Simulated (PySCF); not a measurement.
Badger's rule along the fifth-period p block: bonds to Cs

r²SCAN in PySCF with def2-SVP on every atom (core potentials on Sn, Sb, Te, I, Cs), for the lowest determinant that a PBE0 search found; no spin–orbit coupling. Badger's rule says that Re = d + c·k^(−1/3) for bonds between atoms of fixed rows.

```tsv
molecule	state (unpaired electrons)	Re (Å)	k (mdyn/Å)
CsI	singlet (closed shell)	3.403	0.520
CsTe	doublet (π ↑)	3.520	?
CsSn	quartet (σ ↑, π ↑↑)	3.601	?
CsSb	triplet (π ↑↑)	3.693	0.303
```

Problem. Fix c and d from CsI and CsSb.

Solution. c = (3.693 − 3.403)/(0.303^(−1/3) − 0.52^(−1/3)) = 1.182, d = 3.403 − c·0.52^(−1/3) = 1.933 Å.

Problem. Predict k of the others and set the computed values beside them.

Solution. 

```
molecule  k by the rule  k computed  difference (%)
    CsTe          0.413       0.432              -4
    CsSn          0.356       0.284              25
```

The rule misses by 14 % on average; it knows nothing of spin state or of how ionic a bond is, and both change along this series.

Spin–orbit coupling is left out. States were picked by a PBE0 search and need not be the measured ground states.
